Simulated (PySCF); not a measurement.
Worked example: refractive index and permittivity of the vapour

SiHClBr2, SMILES Cl[SiH](Br)Br.

Geometry optimised at B3LYP-D3(BJ)/def2-SVP.

PBE0/def2-TZVP in PySCF gives a mean static polarisability of 74.2 bohr³ and a dipole moment of 0.77 D. Take an ideal gas at 298.15 K and 1 bar, whether or not the substance is that volatile.

Task: Work out n − 1 in the optical limit and the static ε − 1.

Result: 
Polarisability volume α' = 74.2 × 0.148185 = 11.00 Å³. Number density N = p/kT = 2.43e-5 Å⁻³.
Dilute limit of Lorentz–Lorenz: n − 1 = 2π N α' = 0.0017.
Orientation term of Debye: μ²/(3kT) = 8.098 Å³ × μ²(D²) = 4.80 Å³.
ε − 1 = 4π N (α' + μ²/3kT) = 0.0048. Orientation of the dipole supplies 30 % of the static response; it can't follow optical fields. Vibrational polarisation and dispersion are left out.
